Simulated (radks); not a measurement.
The numbers below are computed, except where a source is named.
Task: Excited configurations of Ga IV: one electron is placed in a higher orbital outside [Ar] 3d9. The ground configuration is [Ar] 3d10. Level of theory: scalar-relativistic Kohn-Sham, r2SCAN, spin-polarised, spherical densities, finite nucleus; open shells are filled with parallel spins first; meta-GGA in the generalised Kohn-Sham scheme; Fermi nuclear charge, rms radius 3.9973 fm (a radial shooting solver on a logarithmic mesh with Libxc functionals). Excitation = E - E(ground); binding = E(ion) - E, where the ion is the core of charge +4; n* = 4/sqrt(2 binding) in atomic units, and the quantum defect is n - n*.

outer orbital  excitation (eV)  binding (eV)     n*  quantum defect  eigenvalue (eV)  <r> (bohr)
4f                      50.284        13.598  4.001          -0.001          -11.561       4.420
5s                      42.608        21.273  3.199           1.801          -19.130       3.926
5f                      54.979         8.902  4.945           0.055           -7.783       7.671
6s                      51.490        12.392  4.191           1.809          -11.220       6.686
6d                      55.603         8.278  5.128           0.872           -7.377       9.247
6f                      57.639         6.243  5.905           0.095           -5.531       11.68
7s                      55.774         8.108  5.182           1.818           -7.344       10.19
7d                      58.045         5.836  6.107           0.893           -5.237       13.44

Estimate the row for 7p.

Result: excitation (eV) 56.631; binding (eV) 7.250; n* 5.480; quantum defect 1.520; eigenvalue (eV) -6.556; <r> (bohr) 11.20. The Delta-SCF ionisation energy is 63.881 eV (NIST Atomic Spectra Database: 63.24 eV, measured). Self-interaction in the functional shifts the binding energies and quantum defects, so they are the method's values and not measured ones. Open shells are spherical and high-spin; term and fine-structure splittings are not resolved.
